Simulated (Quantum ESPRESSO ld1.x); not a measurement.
Species: Hf0.5+. Configuration: [Xe] 4f14 5d2.5 6s1 (fractional occupations, a model configuration). Calculated with ld1.x of Quantum ESPRESSO 7.5: scalar-relativistic Kohn-Sham, PW91, spin-unpolarised, spherical densities, point nucleus. Some entries of the table are withheld. Estimate them.

| orbital | occ. | eigenvalue (eV) | <1/r> (bohr^-1) | <r^2> (bohr^2) |
|---|---|---|---|---|
| 1s | 2 | (1) | 83.84 | 0.0004948 |
| 2s | 2 | -11168.933 | 19.57 | (2) |
| 2p | 6 | -9806.982 | 17.85 | 0.006283 |
| 3s | 2 | -2546.694 | (3) | (4) |
| 3p | 6 | -2139.891 | 6.712 | 0.05041 |
| 3d | 10 | -1658.543 | 6.350 | 0.04187 |
| 4s | 2 | -514.939 | 3.068 | 0.2475 |
| 4p | 6 | (5) | 2.793 | 0.2818 |
| 4d | 10 | -209.098 | 2.476 | 0.3323 |
| 5s | 2 | -69.449 | (6) | 1.453 |
| 5p | 6 | -38.074 | 0.9724 | 2.062 |
| 4f | 14 | -19.274 | 1.917 | 0.5969 |
| 6s | 1 | -7.692 | 0.3749 | 12.80 |
| 5d | 2.5 | -5.335 | 0.5451 | 7.405 |

Answer. 
(1) 1s eigenvalue (eV): -65296.556
(2) 2s <r^2> (bohr^2): 0.007639
(3) 3s <1/r> (bohr^-1): 7.240
(4) 3s <r^2> (bohr^2): 0.04976
(5) 4p eigenvalue (eV): -381.493
(6) 5s <1/r> (bohr^-1): 1.172
